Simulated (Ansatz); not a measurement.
Torsion H3–O1–Se2–H4 in H2OSe (SMILES O[SeH]); at each angle all else is relaxed with GFN2-xTB, and the levels are single points there.
Geometry at 90° (charge 0, multiplicity 1):
```
atom    x (Å)    y (Å)    z (Å)
----  -------  -------  -------
O     -0.9406   0.3183   0.2875
Se     0.7613   0.6650  -0.1897
H     -1.3107  -0.3659  -0.2791
H      0.4458   1.7167  -1.1570
```

On the grid 0° to 330°, 0° is the highest and 90° the lowest point at CCSD(T)/CBS(cc-pVTZ, cc-pVQZ).

Correlated levels freeze the cores. Filled d and f shells under p-block atoms count as core. CBS(a, b) extrapolates the correlation energy as X⁻³ and adds the Hartree–Fock energy of set b.

Programs: Ansatz (Gaussian basis) for Hartree–Fock, density functionals and correlated methods. 

The comparison value is 5.03 kcal/mol (CCSD(T)/CBS(cc-pVTZ, cc-pVQZ)). It is a level with limits of its own, not the exact answer.

### Question
Order these levels by how close they come to the comparison value for the energy at 0° less that at 90°, closest first: BLYP/def2-TZVPP, B3LYP/def2-TZVPP, wB97M-V/def2-TZVPP. Give each level's value less the comparison value.

### Answer
wB97M-V/def2-TZVPP (-0.03 kcal/mol), B3LYP/def2-TZVPP (-0.19 kcal/mol), BLYP/def2-TZVPP (-0.34 kcal/mol)

Ansatz is a quantum-chemistry and plane-wave program.
